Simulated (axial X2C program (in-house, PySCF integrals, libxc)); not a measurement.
# BeSe⁻: cheaper levels and CCSD(T), 2c

Computed with an axial X2C code built on PySCF integrals. Two-component (2c) means X2C with spin–orbit coupling and atomic mean-field two-electron Coulomb and Gaunt terms. Basis: Se dyall-acv3z [9s10p7d5f1g], Be dyall-av3z [9s9p4d2f] (cores contracted in-house); Gaussian nuclei, density fitting, unrestricted open shells. Masses: Se 79.917 u, Be 9.012 u.

State: Ω = 1/2 (⟨Sz⟩ = 0.50, ⟨Lz⟩ = 0.00 at HF); fragments Se- + Be.

| level | Re (Å) | ωe (cm⁻¹) | De (eV) |
| --- | --- | --- | --- |
| PBE0 | 1.936 | 756.4 | 3.36 |
| HF | 1.943 | 771.7 | 2.53 |
| MP2 | 1.947 | 760.5 | 3.28 |
| CCSD | 1.945 | 760.1 | 2.78 |
| PBE | 1.949 | 731.6 | 3.44 |

Correlated methods: 9 electrons correlated (number of frozen shells: Se 3 s, 2 p, 1 d; Be 1 s), 255 virtual spin orbitals or spinors in MP2, 90 natural virtuals in coupled cluster.

CCSD(T), same Hamiltonian and basis:

Re = 1.951 Å, ωe = 749.6 cm⁻¹, De = 2.92 eV; T1 = 0.018 (Lee–Taylor normalisation).

Problem. Give the differences from CCSD(T) in the columns below.

Solution. 

| level | ΔRe (Å) | Δωe (cm⁻¹) | ΔDe (eV) |
| --- | --- | --- | --- |
| PBE0 | -0.015 | 7 | 0.44 |
| HF | -0.008 | 22 | -0.39 |
| MP2 | -0.004 | 11 | 0.36 |
| CCSD | -0.006 | 10 | -0.14 |
| PBE | -0.002 | -18 | 0.52 |

The state is one determinant whose occupation by symmetry is held fixed; it was picked as the lowest of a PBE0 search that is not exhaustive. De is counted from the lowest determinant-based energies of the atoms at the same level, without counterpoise correction. Density functionals use the spin component along the axis (collinear). Coupled cluster ran in a truncated set of natural virtual spinors; the MP2 energy of the rest was added. (T) has no such correction and the atoms are truncated less, which lowers De at CCSD(T) by a hundredth of an eV or more. The functionals have no current-density term, which raises determinants with orbital currents, atoms included. The highest occupied level of some functionals is positive through self-interaction error; at Hartree–Fock it is bound. Hartree–Fock gets electron affinities wrong, so its lowest charge split need not be the true one.
